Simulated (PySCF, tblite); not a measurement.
Calculations on `C=C[C@@H]1CC[Si@H]1CCC`, in the order of a workflow; each names the level of the geometry that it ran on. Settings lines and outputs come from a driver script.

C8H16Si.
SMILES with atom numbers: `[CH2:1]=[CH:2][C@@H:3]1[CH2:4][CH2:5][Si@H:6]1[CH2:7][CH2:8][CH3:9]` (hydrogens: H10, H11 on C1; H12 on C2; H13 on C3; H14, H15 on C4; H16, H17 on C5; H18 on Si6; H19, H20 on C7; H21, H22 on C8; H23, H24, H25 on C9)

Step 1: GFN2-xTB geometry optimisation, gas phase (tblite 0.8.0) (from a force-field or distance-geometry start)
```json
{"job": {"kind": "relax", "xc": "GFN2-xTB", "basis": "xTB"}, "charge": 0, "multiplicity": 1}
```
```
step      E/eV     max force
  0    -733.07152    2.205
  1    -733.22786    1.211
  2    -733.29030    0.770
...
102    -733.47528    0.015
103    -733.47533    0.014
104    -733.47537    0.016
105    -733.47542    0.014
106    -733.47545    0.010
```

Energy lowered by 9.3 kcal/mol over 106 steps; largest atomic force 0.010 eV/Å at the end. «max force» is the largest atomic force in eV/Å.

The run took 1.9 s wall on one thread of an Arm Neoverse N1 (shared host).

Step 2: GFN2-xTB harmonic vibrations, gas phase (tblite 0.8.0) (on the GFN2-xTB geometry)
```json
{"job": {"kind": "ir", "xc": "GFN2-xTB", "basis": "xTB"}, "charge": 0, "multiplicity": 1}
```
```
(table of modes left out)
```

69 modes from 37 to 3120 cm⁻¹ (unscaled, harmonic); zero-point energy 135.4 kcal/mol; all wavenumbers are real at this level.

The run took 2.3 s wall on an Arm Neoverse N1 with one thread, on a shared host.

Step 3: PBE0-D3(BJ)/def2-SVP geometry optimisation, gas phase (PySCF 2.14.0) (from the GFN2-xTB geometry)
```json
{"job": {"xc": "PBE0", "basis": "def2-SVP", "d3": "d3bj", "grid": 1, "shake": 0.01, "kind": "geom"}, "charge": 0, "multiplicity": 1}
```
```
step   0  E = -603.13520527  max force = 0.046128
step   1  E = -603.14569334  max force = 0.010915
step   2  E = -603.14612567  max force = 0.003543
step   3  E = -603.14614834  max force = 0.005314
...
step   8  E = -603.14652628  max force = 0.000777
step   9  E = -603.14655768  max force = 0.000544
step  10  E = -603.14658082  max force = 0.000305
step  11  E = -603.14659232  max force = 0.000388
optimisation converged
```

Final energy -603.14659 Eh after 11 steps; dipole 1.16 D. Energies in Eh; «max force» is the largest Cartesian gradient component in Eh/bohr.

The run took 8.6 min wall on one thread of an Arm Neoverse N1, no GPU, shared host with 64 logical CPUs at a one-minute load of 61, and the process peaked at 0.99 GiB of memory.

Step 4: TDDFT wB97X-D/def2-SVPD, vertical, gas phase, core orbitals frozen in the response (PySCF 2.14.0, density-fitted response routines) (on the PBE0-D3(BJ)/def2-SVP geometry)
```json
{"job": {"kind": "uv", "xc": "wB97X-D", "basis": "def2-SVPD", "ip": true}, "charge": 0, "multiplicity": 1}
```
```
...
Static polarisability (au): isotropic 124.659, principal 102.521 123.193 148.263
Singlet excitations
state   eV       nm        f      main configurations
  1   6.5298    189.9   0.39988   H->L 0.77, H->L+2 0.10
  2   6.6795    185.6   0.10554   H->L+2 0.67, H->L+1 0.11, H->L+3 0.08
  3   7.1641    173.1   0.01439   H->L+3 0.38, H->L+4 0.37
  4   7.2844    170.2   0.02243   H->L+4 0.38, H->L+3 0.29
  5   7.3306    169.1   0.01027   H->L+1 0.32, H->L+5 0.20
  6   7.6051    163.0   0.01259   H->L+6 0.26, H->L+1 0.18, H-1->L 0.16
  7   7.7277    160.4   0.10686   H->L+6 0.37, H-1->L 0.22, H-1->L+1 0.10
  8   7.9106    156.7   0.00822   H-1->L+1 0.23, H-1->L 0.17, H-2->L 0.11
  9   8.0435    154.1   0.03707   H-1->L+3 0.50, H-2->L 0.09
 10   8.1546    152.0   0.00720   H-1->L+2 0.22, H-2->L+1 0.10, H->L+8 0.09
Triplet excitations (Tamm-Dancoff, eV): 4.2723 6.4406 7.0121 7.1095
Vertical ionisation energy (delta-SCF) = 8.4655 eV
```

HOMO -8.42 eV, LUMO 2.08 eV; lowest singlet 6.53 eV; lowest triplet 4.27 eV (Tamm–Dancoff); mean polarisability 124.7 au.

The run took 7.2 min wall on an Arm Neoverse N1 with one thread, no GPU, on a shared host, and the process peaked at 1.6 GiB of memory.

Geometry of the electronic-property runs (PBE0-D3(BJ)/def2-SVP):
```
atom  x, y, z in Å
C1    -3.4516   -1.5403   -0.7162
C2    -2.9516   -0.3012   -0.7542
C3    -2.0303    0.3033    0.2353
C4    -2.3188    1.7523    0.7264
C5    -0.8866    2.2697    1.0166
Si6   -0.2951    0.9656   -0.2236
C7     1.2364   -0.0742    0.1015
C8     2.5566    0.6875   -0.0209
C9     3.7787   -0.1801    0.2410
H10   -3.2228   -2.2236    0.1079
H11   -4.1027   -1.9177   -1.5088
H12   -3.2180    0.3427   -1.6039
H13   -1.9060   -0.3635    1.1074
H14   -2.7646    2.3305   -0.1017
H15   -3.0263    1.8106    1.5711
H16   -0.7167    3.3434    0.8575
H17   -0.5696    2.0151    2.0416
H18   -0.2666    1.5019   -1.6238
H19    1.1416   -0.5149    1.1103
H20    1.2206   -0.9272   -0.6013
H21    2.5563    1.5405    0.6804
H22    2.6325    1.1341   -1.0278
H23    3.7523   -0.6079    1.2555
H24    4.7131    0.3944    0.1450
H25    3.8276   -1.0215   -0.4690
```

 (This holds for the electronic-property runs.)

One conformer stands for the species.

Note: wB97X-D ran without an empirical dispersion term, which enters the total energy and its gradient alone.
